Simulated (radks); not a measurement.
Dipole-allowed excitations along the series with 11 electrons in [Ne] 3s1. Method: non-relativistic Kohn-Sham, PBE, spin-polarised, spherical densities, point nucleus; open shells are filled with parallel spins first; computed with a radial shooting solver on a logarithmic mesh with Libxc functionals. Time-dependent linear response with the Hartree and adiabatic LDA kernel, continuum included through the Sternheimer equations. Lines are the poles of the dipole polarisability below minus the highest occupied eigenvalue, found on a grid refined at the orbital gaps; the lowest seven at most are given, and weak or close lines can be missed. The first line takes the name of the lowest orbital gap if no other gap lies below it; otherwise a line is named after a gap within 0.6 % of it, if that gap stands alone.

Ca9+: -e(HOMO) (eV) 201.43; lowest orbital gap (eV) 3s-3p 20.888; first line (eV) 22.364 (3s-3p); f 0.475; static alpha (bohr^3) 0.7404
Sc10+: -e(HOMO) (eV) 239.04; lowest orbital gap (eV) 3s-3p 22.892; first line (eV) 24.505 (3s-3p); f 0.448; static alpha (bohr^3) 0.5810
Ti11+: -e(HOMO) (eV) 279.69; lowest orbital gap (eV) 3s-3p 24.892; first line (eV) 26.642 (3s-3p); f 0.423; static alpha (bohr^3) 0.4646
V12+: -e(HOMO) (eV) 323.38; lowest orbital gap (eV) 3s-3p 26.889; first line (eV) 28.774 (3s-3p); f 0.402; static alpha (bohr^3) 0.3775
Cr13+: -e(HOMO) (eV) 370.12; lowest orbital gap (eV) 3s-3p 28.883; first line (eV) 30.903 (3s-3p); f 0.382; static alpha (bohr^3) 0.3110
Mn14+: -e(HOMO) (eV) 419.89; lowest orbital gap (eV) 3s-3p 30.875; first line (eV) 33.029 (3s-3p); f 0.364; static alpha (bohr^3) 0.2593
